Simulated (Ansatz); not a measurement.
Isolated molecules relaxed with PBE0-D4/def2-TZVP in Ansatz; ΔE leaves out vibrations. CBS: MP2 limit from def2 TZ/QZ plus the TZ coupled-cluster correction, frozen cores. This one scheme is used for every species. Functionals use def2-TZVPP. HSE06 is defined as in plane-wave codes. Elements past krypton have def2 core potentials. For Se, Sn outer-core shells are correlated without core-valence functions, which leaves a few kJ/mol of doubt a bond. Scalar relativity is left out up to krypton. One conformer a species, not always the lowest.

Reaction (hydrogenolysis of the Sn–O bond): `C[O][SnH2][SeH]` + H₂ → `[SeH][SnH3]` + CH₃OH

CCSD(T)/CBS gives +10.1 kJ/mol.

Question: Another level gave -3.8 kJ/mol. Which?
A. HSE06-D4/def2-TZVPP
B. BLYP/def2-TZVPP
C. LC-ωPBE/def2-TZVPP
D. PBE-D4/def2-TZVPP

Answer: A. HSE06-D4 -3.8, PBE-D4 6.0, LC-ωPBE -8.7, BLYP 1.6 kJ/mol.

Largest T1 diagnostic among the species: 0.012.

At CCSD(T), def2-SVP lies −15.5 kJ/mol from the extrapolated value and def2-TZVPP −8.1 kJ/mol. In def2-TZVPP, CCSD(T) changes the Hartree–Fock value by +23.1 kJ/mol (the triples alone add +6.6 kJ/mol) and MP2 by +31.6 kJ/mol. Leaving LDA and LC-ωPBE aside and taking each functional with its dispersion term where it has one, the values, not all of them listed here, spread over 19.7 kJ/mol, from PBE-QIDH to BLYP-D4.
